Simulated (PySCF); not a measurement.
## C₆ coefficients of unlike pairs at PBE

Calculated with PySCF 2.14 from the dipole response of each species, C₆(A,B) = (3/π) ∫ α_A(iu) α_B(iu) du, in atomic units, from isotropic polarisabilities. For ions this is the dispersion term alone; charge-induced terms of lower order in 1/R come first.

```tsv
species	configuration	basis	relativity	α (bohr³)	C₆ (like pair)
Ar	[Ar] (1S)	aug-cc-pwCVTZ (8s7p5d3f)	none	11.38	67.40
O³⁺	[He] 2s2 2p1 (2P)	dyall-av2z (11s7p2d)	none	1.349	1.254
Mn³⁺	[Ar] 3d4 (5D)	aug-cc-pVTZ with one added diffuse shell each of s, p, d, f, g type (9s8p6d4f3g)	none	2.069	5.141
```

Q: Estimate C₆ for Mn³⁺ with O³⁺.

A: The integral gives 2.466. The combination rule 2 C_A C_B / (C_A α_B/α_A + C_B α_A/α_B) gives 2.445 and the geometric mean 2.539.

No spin-orbit coupling is included.

The other pairs:

| pair | C₆ |
| --- | --- |
| O³⁺, Ar | 9.048 |
| Mn³⁺, Ar | 17.01 |
